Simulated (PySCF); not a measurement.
# Energy of Kr (krypton, neutral) between two integer charges

The 4p beta orbital of [Kr] is emptied in steps (occupation f), with all orbitals relaxed, ending at [Ar] 3d10 4s2 4p5. Calculation: PySCF 2.14, in aug-cc-pVTZ-PP with ECP10MDF (6s5p4d2f, 55 functions); scalar relativity through the core potential. The exact energy is a straight line in f; departures are measured from the line between the end points of the same method.

```csv
f,UHF (eV),LDA (eV),PBE (eV),PBE0 (eV),r2SCAN (eV),LC-wPBE (eV),BHandHLYP (eV),wB97X (eV),B3LYP (eV),M06-2X (eV)
1,0.000,0.000,0.000,0.000,0.000,0.000,0.000,0.000,0.000,0.000
0.75,0.215,-0.930,-0.898,-0.625,-0.835,-0.088,-0.367,-0.159,-0.696,-0.350
0.5,0.277,-1.247,-1.200,-0.834,-1.101,-0.117,-0.495,-0.223,-0.932,-0.429
0.25,0.201,-0.940,-0.900,-0.625,-0.815,-0.086,-0.376,-0.178,-0.702,-0.297
0,0.000,0.000,0.000,0.000,0.000,0.000,0.000,0.000,0.000,0.000
```

```json
{"method": "UHF", "E(f=0) − E(f=1) (eV)": "13.053", "−ε at f=1 (eV)": "14.244", "−ε at f=0.5 (eV)": "13.015"}
{"method": "LDA", "E(f=0) − E(f=1) (eV)": "14.295", "−ε at f=1 (eV)": "9.371", "−ε at f=0.5 (eV)": "14.269"}
{"method": "PBE", "E(f=0) − E(f=1) (eV)": "13.999", "−ε at f=1 (eV)": "9.231", "−ε at f=0.5 (eV)": "13.992"}
{"method": "PBE0", "E(f=0) − E(f=1) (eV)": "14.051", "−ε at f=1 (eV)": "10.725", "−ε at f=0.5 (eV)": "14.053"}
{"method": "r2SCAN", "E(f=0) − E(f=1) (eV)": "14.133", "−ε at f=1 (eV)": "9.648", "−ε at f=0.5 (eV)": "14.193"}
{"method": "LC-wPBE", "E(f=0) − E(f=1) (eV)": "14.062", "−ε at f=1 (eV)": "13.594", "−ε at f=0.5 (eV)": "14.067"}
{"method": "BHandHLYP", "E(f=0) − E(f=1) (eV)": "13.997", "−ε at f=1 (eV)": "12.062", "−ε at f=0.5 (eV)": "13.974"}
{"method": "wB97X", "E(f=0) − E(f=1) (eV)": "13.997", "−ε at f=1 (eV)": "13.177", "−ε at f=0.5 (eV)": "13.949"}
{"method": "B3LYP", "E(f=0) − E(f=1) (eV)": "14.117", "−ε at f=1 (eV)": "10.427", "−ε at f=0.5 (eV)": "14.100"}
{"method": "M06-2X", "E(f=0) − E(f=1) (eV)": "14.000", "−ε at f=1 (eV)": "12.073", "−ε at f=0.5 (eV)": "14.182"}
```

Orbital energy along the path (eV):

```csv
f,UHF,LDA,PBE,PBE0,r2SCAN,LC-wPBE,BHandHLYP,wB97X,B3LYP,M06-2X
1,-14.244,-9.371,-9.231,-10.725,-9.648,-13.594,-12.062,-13.177,-10.427,-12.073
0.75,-13.595,-11.791,-11.593,-12.380,-11.938,-13.826,-13.002,-13.546,-12.246,-13.144
0.5,-13.015,-14.269,-13.992,-14.053,-14.193,-14.067,-13.974,-13.949,-14.100,-14.182
0.25,-12.492,-16.787,-16.401,-15.723,-16.341,-14.300,-14.979,-14.415,-15.979,-14.809
0,-12.015,-19.322,-18.796,-17.373,-18.438,-14.509,-16.029,-15.047,-17.875,-15.722
```

Reference removal energy between the ground levels: 14.000 eV (measured; NIST Atomic Spectra Database, ionization energies). The calculation has no spin-orbit coupling. UHF lacks correlation.
